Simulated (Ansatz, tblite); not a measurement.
Cost and result up the ladder for Si₄S₄ (8 atoms). Charge 0, multiplicity 1. Geometry: PBE-D4/def2-SVP.

```xyz
8

Si    1.980   -0.334    0.152
Si   -0.966   -1.758   -0.188
Si   -0.650    0.950    1.654
Si   -0.365    1.142   -1.618
S    -2.051    0.346   -0.158
S     1.000    1.821    0.194
S     0.378   -1.183    1.676
S     0.673   -0.984   -1.713
```

Ansatz on 4 threads of Intel Xeon 6975P-C on a shared host; xTB runs through tblite on one thread. Times are rough, summed over both states, and most runs start from the orbitals of an earlier one. PBE0-D4/def2-TZVP serves as the yardstick here, not as an exact answer. The other state is a triplet.

The xTB rows come from tblite. The structure comes from a short search, and lower isomers may exist.

xTB has no spin-polarisation term.

```csv
level,functions,wall time
GFN1-xTB,72,0.033 s
GFN2-xTB,72,0.053 s
r2SCAN-D4/def2-TZVP (with forces),296,48 s
PBE0-D4/def2-TZVP,296,63 s
```

(1) Estimate what each level gives for the vertical triplet (eV).

## Answers

(1) 
```json
{"level": "GFN1-xTB", "vertical triplet (eV)": "3.04", "difference from PBE0-D4/def2-TZVP (eV)": "0.49"}
{"level": "GFN2-xTB", "vertical triplet (eV)": "2.49", "difference from PBE0-D4/def2-TZVP (eV)": "-0.07"}
{"level": "r2SCAN-D4/def2-TZVP (with forces)", "vertical triplet (eV)": "2.34", "difference from PBE0-D4/def2-TZVP (eV)": "-0.21"}
{"level": "PBE0-D4/def2-TZVP", "vertical triplet (eV)": "2.55", "difference from PBE0-D4/def2-TZVP (eV)": "0.00"}
```
